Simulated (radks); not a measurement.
Values are calculated unless marked as measured or tabulated.
Spherical jellium clusters: N electrons in a uniform positive sphere of charge N and radius rs N^(1/3), rs = 2.98 bohr. Level of theory: non-relativistic Kohn-Sham, PBE, spin-polarised, spherical densities (a radial shooting solver with Libxc functionals). Levels are named by radial order and angular momentum (1s, 1p, 1d, 2s, ...), and open shells are averaged over m.

N = 28, configuration 1s2 1p6 1d10 2s2 1f(up 7, down 1). This is the lowest configuration that the search found. Occupied levels:

level,occupation,eigenvalue (eV),<r> (bohr)
1s up,1,-7.6671,5.460
1s down,1,-7.5166,5.081
1p up,3,-6.4871,6.554
1p down,3,-6.1557,6.286
1d up,5,-5.0376,7.295
1d down,5,-4.5809,7.138
2s up,1,-4.4396,5.981
2s down,1,-4.1586,6.156
1f up,7,-3.3578,7.941
1f down,1,-2.8281,7.884

Energy (eV): total -45.0459, kinetic 85.161, external -2774.9, Hartree 1363.1, exchange-correlation -132.87, background 1414.5.
